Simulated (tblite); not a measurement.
Compound: C5H4ClF2 (doublet state).
Atom-mapped SMILES: `[CH3:1][C@H:2]1[C:3]=[C:4]1[C:5]([F:6])([F:7])[Cl:8]` (hydrogens: H9, H10, H11 on C1; H12 on C2)

Computed geometry: GFN2-xTB, gas phase. This method treats the open shell by occupation alone, without spin polarisation.

Question: Give the optimised bond lengths and angles.

Answer: 
```json
{"bond": "C1–C2", "length (bohr)": "2.820", "order": "single"}
{"bond": "C2–C3", "length (bohr)": "2.816", "order": "single"}
{"bond": "C3=C4", "length (bohr)": "2.435", "order": "double"}
{"bond": "C4–C5", "length (bohr)": "2.747", "order": "single"}
{"bond": "C5–F6", "length (bohr)": "2.552", "order": "single"}
{"bond": "C5–F7", "length (bohr)": "2.537", "order": "single"}
{"bond": "C5–Cl8", "length (bohr)": "3.428", "order": "single"}
{"bond": "C2–C4", "length (bohr)": "3.006", "order": "single"}
{"bond": "C1–H9, C1–H10, C1–H11", "length (bohr)": "2.058", "order": "single"}
{"bond": "C2–H12", "length (bohr)": "2.052", "order": "single"}
```

Bonds in one row agree within 0.02 bohr and their mean is given. Orders are formal, as drawn. A selection of angles:
```json
{"angle": "C2–C1–H9", "degrees": "110.1"}
{"angle": "C2–C1–H11", "degrees": "111.0"}
{"angle": "H9–C1–H10", "degrees": "107.5"}
{"angle": "H9–C1–H11", "degrees": "109.0"}
{"angle": "C1–C2–C3", "degrees": "121.9"}
{"angle": "C1–C2–C4", "degrees": "119.2"}
{"angle": "C1–C2–H12", "degrees": "115.3"}
{"angle": "C3–C2–C4", "degrees": "49.3"}
{"angle": "C3–C2–H12", "degrees": "118.5"}
{"angle": "C4–C2–H12", "degrees": "116.2"}
{"angle": "C2–C3–C4", "degrees": "69.4"}
{"angle": "C3–C4–C5", "degrees": "160.8"}
{"angle": "C2–C4–C3", "degrees": "61.3"}
{"angle": "C2–C4–C5", "degrees": "137.9"}
{"angle": "C4–C5–F6", "degrees": "112.5"}
{"angle": "C4–C5–F7", "degrees": "113.0"}
{"angle": "C4–C5–Cl8", "degrees": "109.7"}
{"angle": "F6–C5–F7", "degrees": "106.1"}
{"angle": "F6–C5–Cl8", "degrees": "107.2"}
{"angle": "F7–C5–Cl8", "degrees": "108.1"}
```

Dihedral angles: C1–C2–C3–C4 103° (anticlinal); C2–C3–C4–C5 176° (antiperiplanar); C3–C4–C5–F6 126° (anticlinal); C1–C2–C4–C3 -109° (anticlinal).

The 5 C–C bonds span 1.289 Å (C3=C4, drawn double) to 1.591 Å (C2–C4, drawn single), a spread of 0.302 Å. C3 (carbon bonded to 2 C) is bent (angle 69.4°). The 3-membered ring C2–C3–C4 has internal angles of 49.3° to 69.4°. C4 (carbon bonded to 3 C) has angles 160.8°, 137.9° and 61.3°.

Point group: C1 (no symmetry element, even within 0.4 Å). Its GFN2-xTB frequencies are all real (lowest 18 cm⁻¹).

Time: 0.38 s wall. Hardware: one thread of an Arm Neoverse V2, on a shared host. This is the geometry optimisation.

One conformer stands for the species.
